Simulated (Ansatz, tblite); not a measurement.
Removing and adding an electron: Si4Ge6 (the lowest singlet isomer of a short search). Charge 0, multiplicity 1. Geometry: PBE-D4/def2-SVP. Ansatz, gas phase; energy differences of separate SCF runs; the oxidised species was run as a doublet alone; the reduced species was run as a doublet alone.

```xyz
10

Si   -0.370    1.166   -1.138
Si   -0.413    1.137    1.545
Si    1.709    1.115    0.453
Si   -2.377    0.896    0.019
Ge   -0.680   -1.029    2.788
Ge    1.278   -1.146   -1.277
Ge   -1.263   -0.978   -2.106
Ge    1.411   -1.129    1.329
Ge   -1.240   -1.403    0.333
Ge    1.945    1.371   -1.949
```

The xTB rows come from tblite. The structure comes from a short search, and lower isomers may exist.

Estimate orbital energies and vertical ionisation energies and electron affinities at: GFN1-xTB; GFN2-xTB; PBE-D4/def2-SVP; PBE0-D4/def2-SVP.


| level | −HOMO (eV) | vertical IE (eV) | −LUMO (eV) | vertical EA (eV) | HOMO–LUMO gap (eV) | IE − EA (eV) |
| --- | --- | --- | --- | --- | --- | --- |
| GFN1-xTB | 9.57 | 11.15 | 8.63 | – | 0.94 | – |
| GFN2-xTB | 6.72 | 8.99 | 5.75 | 3.51 | 0.97 | 5.48 |
| PBE-D4/def2-SVP | 5.32 | 7.26 | 3.76 | 1.91 | 1.55 | 5.36 |
| PBE0-D4/def2-SVP | 6.08 | 7.42 | 3.31 | 2.02 | 2.77 | 5.40 |

 Raw xTB energy differences between charge states are shifted by several eV; the methods need an empirical correction for them. Sets without diffuse functions give affinities that are too small.
